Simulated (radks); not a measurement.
Ionisation of the lithium ion Li+, [He], to 1s1 as the strength of local exchange is varied. Calculated with a radial shooting solver on a logarithmic mesh with Libxc functionals: Dirac Kohn-Sham, Slater X-alpha exchange (alpha = 2/3 is LDA exchange), no correlation, spin-unpolarised, spherical densities, finite nucleus; Fermi nuclear charge, rms radius 2.444 fm.

alpha	E(Li+) (hartree)	exchange (hartree)	IE (eV)	-e of the level emptied (eV)	<r> of it (bohr)
0.583	-6.83616	-1.19859	73.617	55.150 (1s1/2)	0.5971
0.667	-7.01012	-1.39138	76.257	57.740 (1s1/2)	0.5876
0.815	-7.32278	-1.74334	81.023	62.444 (1s1/2)	0.5716
0.859	-7.41724	-1.85100	82.469	63.877 (1s1/2)	0.5670
0.952	-7.61919	-2.08312	85.566	66.958 (1s1/2)	0.5576

NIST Atomic Spectra Database: 75.640 eV (theoretical). The Delta-SCF value meets it near alpha = 0.65. Spin polarisation and multiplet splitting are left out, so open shells lie too high by an amount that depends on their filling.

Beside tabulated values, note that spin-unpolarised runs miss the spin-polarisation part of the exchange energy of open shells.
